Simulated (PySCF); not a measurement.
Ni(CO) (CNiO), SMILES [O+]#[C-]->[Ni], multiplicity 1. Atoms are numbered in the order given.

```xyz
3

Ni     0.0000     0.0000     0.7741
O      0.0000     0.0000    -2.0393
C      0.0000     0.0000    -0.8933
```

Geometry optimised at PBE0-D3(BJ)/def2-TZVP. The multiplicity is an assumed one; other spin states were not compared.

Two levels are set side by side: PBE/pcSseg-2 (PySCF) and PBE0/pcSseg-2 (PySCF). GIAO shifts against H2O (¹⁷O), TMS (¹³C) at the same level; non-relativistic, no solvent, atoms listed together averaged. Differences are taken from unrounded values.

```csv
quantity,PBE0
δ(¹⁷O) of O2 (ppm),352.2
δ(¹³C) of C3 (ppm),210.3
```

Task: What does PBE give, and how far is it from PBE0? (The exact figures need the calculation; the answer reports its results.)

Result: 
| quantity | PBE | PBE minus PBE0 |
|---|---|---|
| δ(¹⁷O) of O2 (ppm) | 347.9 | -4.3 |
| δ(¹³C) of C3 (ppm) | 194.0 | -16.3 |

Rough cost on one machine, each run with all the roots and properties that it gave: PBE0 against PBE within a factor of 2.
